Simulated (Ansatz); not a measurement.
`[F][In]([Cl])[O][SiH3]` and `[SiH3][O][In]([SH])[Cl]` differ in one atom or group.

Ansatz, PBE0-D4/def2-TZVP geometries, multiplicity 1. Each molecule was computed in one conformer, which needn't be the lowest.

Elements past krypton have def2 core potentials.

| property | `[F][In]([Cl])[O][SiH3]` |
| --- | --- |
| HOMO–LUMO gap (PBE0/def2-TZVPP) / eV | 6.03 |
| HOMO energy (B3LYP/def2-TZVPP) / eV | -8.69 |
| HOMO–LUMO gap (PBE/def2-TZVPP) / eV | 3.68 |
| size of the dipole moment (B3LYP/def2-TZVPP) / D | 1.00 |
| size of the dipole moment (ωB97M-V/def2-TZVPP) / D | 0.95 |
| size of the dipole moment (PBE/def2-TZVPP) / D | 0.95 |

(1) Give the same properties after the change, and the shifts. (An estimate is asked.)

## Answers

(1) Ansatz gave: 
| property | `[SiH3][O][In]([SH])[Cl]` | shift |
| --- | --- | --- |
| HOMO–LUMO gap (PBE0/def2-TZVPP) / eV | 5.89 | -0.14 |
| HOMO energy (B3LYP/def2-TZVPP) / eV | -7.96 | 0.73 |
| HOMO–LUMO gap (PBE/def2-TZVPP) / eV | 3.74 | 0.06 |
| size of the dipole moment (B3LYP/def2-TZVPP) / D | 1.59 | 0.59 |
| size of the dipole moment (ωB97M-V/def2-TZVPP) / D | 1.55 | 0.60 |
| size of the dipole moment (PBE/def2-TZVPP) / D | 1.61 | 0.66 |

With PBE0 the HOMO rises by 0.68 eV and the LUMO rises by 0.53 eV, so the gap narrows by about 0.15 eV. PBE moves the HOMO by 0.51 eV and ωB97M-V by 0.77 eV. Dipoles are sizes alone; their direction can turn.

B3LYP here is the variant with VWN-RPA as its local correlation; programs differ in this.
